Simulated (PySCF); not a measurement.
Species: C2H10B3N3.
Geometry (PBE0-D3(BJ)/def2-SVP, Å), atoms numbered from 1 in this order:
```
atom  x, y, z in Å
C1     2.582    0.153   -0.527
C2     1.837   -0.280    0.723
N3     0.426    0.086    0.691
B4    -0.529   -0.813    0.120
N5    -1.897   -0.414    0.058
B6    -2.355    0.847    0.541
N7    -1.372    1.715    1.099
B8     0.007    1.361    1.185
H9     2.524    1.246   -0.658
H10    2.148   -0.316   -1.424
H11    3.645   -0.129   -0.473
H12    2.304    0.175    1.611
H13    1.920   -1.371    0.846
H14   -0.179   -1.894   -0.297
H15   -2.568   -1.057   -0.341
H16   -3.521    1.162    0.483
H17   -1.661    2.615    1.457
H18    0.813    2.123    1.673
```

Level: PBE0/pcSseg-1 and B3LYP/def2-SVPD in PySCF, non-relativistic, on one gas-phase PBE0-D3(BJ)/def2-SVP geometry that isn't relaxed in the solvent. The solvent is an IEF-PCM continuum (van der Waals radii × 1.2). The model holds no explicit solvent molecules, cavitation or dispersion.

Gas phase at PBE0/pcSseg-1: HOMO -7.58 eV, LUMO 0.36 eV, dipole 0.12 D.

Problem. What does the continuum do to the energy, the frontier levels and the dipole at PBE0/pcSseg-1 in chloroform?

Solution. 
| solvent | ε | E(solvent) − E(gas) (kcal/mol) | polarisation term (kcal/mol) | distortion of the solute (kcal/mol) | HOMO (eV) | LUMO (eV) | dipole (D) |
| --- | --- | --- | --- | --- | --- | --- | --- |
| chloroform | 4.711 | -2.04 | -2.16 | 0.12 | -7.55 | 0.35 | 0.13 |

The polarisation term is half the interaction of the solute with the surface charges that it induces; the rest is the cost of distorting the solute's density. The sum is the electrostatic part of solvation alone.

Problem. Which Mulliken charges (PBE0/pcSseg-1) respond most in chloroform (means over atoms taken as equivalent)?

Solution. 
```
     atoms             environment  gas (e)  solvent (e)  change
   H15/H17            N–H hydrogen   +0.217       +0.234  +0.017
       H16            B–H hydrogen   +0.004       -0.006  -0.010
        C1           methyl carbon   -0.295       -0.304  -0.009
   H14/H18            B–H hydrogen   +0.006       -0.002  -0.008
        B6  three-coordinate boron   +0.316       +0.310  -0.006
   H12/H13      methylene hydrogen   +0.121       +0.126  +0.005
     B4/B8  three-coordinate boron   +0.338       +0.334  -0.004
H9/H10/H11         methyl hydrogen   +0.117       +0.121  +0.004
```

Gas phase at B3LYP/def2-SVPD: HOMO -7.37 eV, LUMO 0.01 eV, dipole 0.14 D.

Problem. What does the continuum do to the energy, the frontier levels and the dipole at B3LYP/def2-SVPD in chloroform?

Solution. 
```
   solvent      ε  E(solvent) − E(gas) (kcal/mol)  polarisation term (kcal/mol)  distortion of the solute (kcal/mol)  HOMO (eV)  LUMO (eV)  dipole (D)
chloroform  4.711                           -1.91                         -2.03                                 0.12      -7.31       0.02        0.16
```

Problem. How does the static polarisability (B3LYP/def2-SVPD, frozen core, with the continuum's full static response) change?

Solution. 
```tsv
medium	isotropic (au)	principal values (au)	⟨r²⟩ of the electrons (bohr²)
gas	87.2	65.4, 89.6, 106.7	1049.3
chloroform	106.8	80.4, 112.2, 127.8	1048.8
```

The isotropic value in chloroform is 1.22 times the gas-phase one; no cavity-field correction is applied. ⟨r²⟩ is taken about the centre of nuclear charge.
